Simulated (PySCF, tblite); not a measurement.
Isomers of C7H10F (doublet state). All values are computed: GFN2-xTB (tblite) harmonic vibrations without scaling, gas phase. Against measured fundamentals such values can be off by several per cent, at times by over 20. One conformer each. Open shells enter through the occupations alone, without spin polarisation, and single modes of such species can be off by tens of per cent.

Electronic energies: B3LYP/pcH-1 single points on the GFN2-xTB geometries (PySCF, gas phase).

```csv
SMILES,"electronic energy, lowest = 0 (kcal/mol)"
[CH2][C@@H]1C[C@@H](F)/C1=C/C,26.4
C[C@@H]1C=C(F)C[CH]C1,0.0
C=C[C](C)C(=C)CF,2.6
```

Q: How do GFN2-xTB zero-point energies change the relative energies?

A: 
```json
{"SMILES": "C[C@@H]1C=C(F)C[CH]C1", "ZPE (kcal/mol)": "92.9", "of it from modes above 1550 cm⁻¹": "45.1", "electronic (kcal/mol)": "0.0", "with ZPE, lowest = 0 (kcal/mol)": "0.0", "lowest mode (cm⁻¹)": "81", "rings": "1"}
{"SMILES": "C=C[C](C)C(=C)CF", "ZPE (kcal/mol)": "91.2", "of it from modes above 1550 cm⁻¹": "45.9", "electronic (kcal/mol)": "2.6", "with ZPE, lowest = 0 (kcal/mol)": "0.9", "lowest mode (cm⁻¹)": "13", "rings": "0"}
{"SMILES": "[CH2][C@@H]1C[C@@H](F)/C1=C/C", "ZPE (kcal/mol)": "91.4", "of it from modes above 1550 cm⁻¹": "45.9", "electronic (kcal/mol)": "26.4", "with ZPE, lowest = 0 (kcal/mol)": "24.9", "lowest mode (cm⁻¹)": "43", "rings": "1"}
```

The zero-point energies span 1.7 kcal/mol, from `C=C[C](C)C(=C)CF` to `C[C@@H]1C=C(F)C[CH]C1`. The order is unchanged.

Q: And how do the electronic energies of GFN2-xTB itself compare?

A: `C[C@@H]1C=C(F)C[CH]C1` 0.0; `C=C[C](C)C(=C)CF` 12.0; `[CH2][C@@H]1C[C@@H](F)/C1=C/C` 23.0 kcal/mol, lowest = 0. Against the energies above, taken from the same isomer `C[C@@H]1C=C(F)C[CH]C1`, the largest difference is 9.4 kcal/mol.
